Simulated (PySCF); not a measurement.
Radial density of Kr (krypton, neutral)

r2SCAN, [Kr], closed-shell 1S. Computed with PySCF 2.14 in pcseg-2, with the non-relativistic Hamiltonian (point nucleus).

```json
{"r (bohr)": "0.000815", "4πr²ρ (e/bohr)": "0.2540"}
{"r (bohr)": "0.00137", "4πr²ρ (e/bohr)": "0.6908"}
{"r (bohr)": "0.00231", "4πr²ρ (e/bohr)": "1.826"}
{"r (bohr)": "0.00388", "4πr²ρ (e/bohr)": "4.616"}
{"r (bohr)": "0.00653", "4πr²ρ (e/bohr)": "10.79"}
{"r (bohr)": "0.0110", "4πr²ρ (e/bohr)": "22.19"}
{"r (bohr)": "0.0185", "4πr²ρ (e/bohr)": "36.90"}
{"r (bohr)": "0.0311", "4πr²ρ (e/bohr)": "44.13"}
{"r (bohr)": "0.0522", "4πr²ρ (e/bohr)": "37.76"}
{"r (bohr)": "0.0879", "4πr²ρ (e/bohr)": "42.96"}
{"r (bohr)": "0.148", "4πr²ρ (e/bohr)": "51.96"}
{"r (bohr)": "0.249", "4πr²ρ (e/bohr)": "31.17"}
{"r (bohr)": "0.418", "4πr²ρ (e/bohr)": "36.98"}
{"r (bohr)": "0.703", "4πr²ρ (e/bohr)": "18.85"}
{"r (bohr)": "1.18", "4πr²ρ (e/bohr)": "5.979"}
{"r (bohr)": "1.99", "4πr²ρ (e/bohr)": "3.910"}
{"r (bohr)": "3.35", "4πr²ρ (e/bohr)": "0.5928"}
{"r (bohr)": "5.63", "4πr²ρ (e/bohr)": "0.01466"}
```
